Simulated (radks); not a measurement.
Values are calculated unless marked as measured or tabulated.
Problem. These are the eigenvalues of the occupied orbitals of an atom or ion with whole-number occupations (Ry). Level of theory: scalar-relativistic Kohn-Sham, PBEsol, spin-polarised, spherical densities, point nucleus (a radial shooting solver on a logarithmic mesh with Libxc functionals).

1s up: -19.96818
1s down: -19.83143
2s up: -1.12843
2p up: -0.49780

Which element is it, and in what charge state? The configuration may be excited. Open shells, if any, are filled with parallel spins first.

Solution. Z = 6, carbon, charge 0: C in [He] 2s1 2p3. The list shows which subshells hold electrons but not how many an open one holds; the 1s level, -9.9841 hartree, gives Z - s = 4.5 by -(Z - s)^2/2, which with screening and relativity narrows Z to a few neighbours, and the depths of the outer levels then fix element, charge and occupations together.
